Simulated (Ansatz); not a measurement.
Cd6Se6 (the lowest singlet isomer of a short search) was relaxed with PBE-D4 (def2-SVP) in Ansatz in these states: charge -1 doublet, neutral singlet. The geometries follow in no particular order.

In the def2 sets Cd takes a core potential; there is no spin–orbit coupling.

A:

```xyz
12

Cd    1.566    0.493   -4.250
Cd   -0.835   -1.877   -0.483
Cd    1.216    0.843    2.874
Cd   -2.344    0.146    2.672
Cd    1.176   -1.885    2.004
Cd    1.510    0.467   -1.129
Se    1.937   -1.992   -0.690
Se   -1.342   -2.803    1.824
Se    1.314    2.919   -0.505
Se   -1.293    0.015   -2.267
Se   -0.541    2.062    0.847
Se   -2.364    1.613   -0.898
```

B:

```xyz
12

Cd    1.285   -2.843   -3.478
Cd    1.945    0.999   -0.071
Cd   -2.878    1.521    0.763
Cd   -0.754    1.531    3.400
Cd   -0.610    2.567   -0.573
Cd   -0.395   -1.014   -1.700
Se    0.427    1.244   -2.581
Se    1.206    3.100    1.184
Se   -2.054   -2.406   -0.356
Se    2.099   -1.593   -0.087
Se   -1.245   -1.145    1.521
Se    0.973   -1.960    1.978
```

Question: Judge from the bond lengths which geometry belongs to which state (an estimate).

Answer: A is the charge -1 doublet (Cd3–Cd4 3.633 Å, Cd5–Se7 2.802 Å, Cd2–Se7 2.782 Å); B is the neutral singlet (Cd3–Cd4 3.386 Å, Cd5–Se7 2.618 Å, Cd2–Se7 2.943 Å).

These are the stationary points nearest to one start from a short search; other shapes may lie lower in each state.
